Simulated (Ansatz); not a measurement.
System: SnH2Br, charge 0, doublet. SnH2Br (SMILES [Br][SnH2], doublet).
B3LYP-D3(BJ)/def2-TZVP minimum from Ansatz (a quantum-chemistry and plane-wave program):
```
Sn
H 1 1.7337
H 1 1.7337 2 110.54
Br 1 2.5230 2 105.11 3 112.93
```
Charge 0, spin multiplicity 2.

Total energies in def2-TZVPP, 13 correlated electrons, 23 frozen orbitals. Open shells are spin-unrestricted; no spin-orbit coupling. Cores are frozen in correlated methods (noble-gas shells, and filled d and f shells in the p block). Past Kr the def2 sets carry scalar-relativistic core potentials. Spin-orbit terms, left out, reach several kcal/mol for Br and I, and more for heavier atoms.

| method | program | energy (Eh) | minus CCSDT(Q) (mEh) |
|---|---|---|---|
| HF | Ansatz | -2786.95003 | 294.48 |
| MP2 | Ansatz | -2787.20067 | 43.84 |
| CCSD | Ansatz | -2787.23261 | 11.91 |
| CCSD(T) | Ansatz | -2787.24302 | 1.50 |
| CCSDT(Q) | Ansatz | -2787.24452 | 0.00 |

Rough core times of Ansatz's runs on a shared machine: CCSD(T) 30 s, CCSDT(Q) 40 min.
